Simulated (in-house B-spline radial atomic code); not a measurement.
The numbers below are computed, except where a source is named.
# Building a PAW p channel for O, r_c = 1.24 bohr

O, [He] 2s2 2p4, non-relativistic LDA (VWN5), spherical and spin-unpolarised, from an all-electron radial atomic-structure program (B-spline basis) (atomic units; all potentials screened as in the neutral atom).

Two all-electron partial waves φ1, φ2 are integrated outwards at E1 = ε(2p) = -0.338381 and E2 = E1 + 1.5 hartree; φ1 is the bound orbital and φ2 has unit norm inside r_c = 1.2386 bohr. Smooth partners are polynomials, r^2(a0 + a1 r² + a2 r⁴ + a3 r⁶), matched to φ and three derivatives at r_c, with no condition on the norm. The local potential is -7.41461 + (10.702) r² + (-6.77371) r⁴ + (1.61526) r⁶ inside 1.0141 bohr and the all-electron one outside.

```
wave      φ(r_c)     φ'(r_c)        a0         a1        a2          a3
   1   0.7453086  -0.3643712  2.348095  -2.402047   1.02662  -0.1643531
   2  0.02702878   -2.821721  3.924865  -5.200354  2.290647  -0.3656806
```

Inside r_c the overlaps are <φi φj> = [[0.57879, 0.69773], [0.69773, 1.00000]] and, for the smooth waves, [[0.41659, 0.39709], [0.39709, 0.45497]]. With χj = (Ej − T − V_local) applied to smooth wave j, the program's quadrature gives the matrix B_ij = <smooth i, χj> as [[-0.32219, -0.77887], [-0.32790, -0.82126]].

(1) Check the match of the first wave, and find the augmentation charges q_ij.

(2) B isn't symmetric. Show that D_ij = B_ij + Ej q_ij is.

Solving (T + V_local + Σ p D p) ψ = E (1 + Σ p q p) ψ in a sphere of 9 bohr gives these levels:

```tsv
all-electron	one projector	two projectors
-0.338379	-0.338379	-0.338379
0.088613	0.089276	0.088614
0.340285	0.343632	0.340288
0.738469	0.749092	0.738471
1.270740	1.296430	1.270740
```

(3) What does the second projector gain?

## Answers

(1) At r_c the four terms are 3.60228, -5.65335, 3.70677, -0.91039, which sum to 0.7453, φ1(r_c) to rounding. q_ij is the all-electron overlap less the smooth one: [[0.16220, 0.30064], [0.30064, 0.54503]]. The smooth first wave has a norm of 0.4166 inside r_c against 0.5788, and q11 > 0 puts back the missing charge.

(2) Integrating by parts gives B12 − B21 = (E1 − E2) q12: -0.77887 − (-0.32790) = -0.45096, and −1.5 × (0.30064) = -0.45096. So D12 = -0.77887 + (1.161619)(0.30064) = -0.42964 and D21 = -0.32790 + (-0.338381)(0.30064) = -0.42964; D11 = -0.37707, D22 = -0.18814. The projectors, p = (B⁻¹)ᵀ χ, are dual to the smooth waves; det B = 0.0092.

(3) With one projector the errors are 0.00, +0.66, +3.35, +10.62, +25.69 millihartree. With two the errors are 0.00, 0.00, 0.00, 0.00, 0.00 millihartree. The scattering is exact at E1 and at E2 = 1.162, and over all levels compared the largest error is under 0.01 millihartree. The lowest eigenvalue of the overlap operator is 1 with one and 0.9294 with two projectors. The smooth orbital alone needs a cutoff of 19.2 hartree for 1 millihartree of kinetic energy, against 38.4 for a norm-conserving Troullier-Martins orbital of the same radius; part of the gain comes from giving up the norm, part from the simpler form.
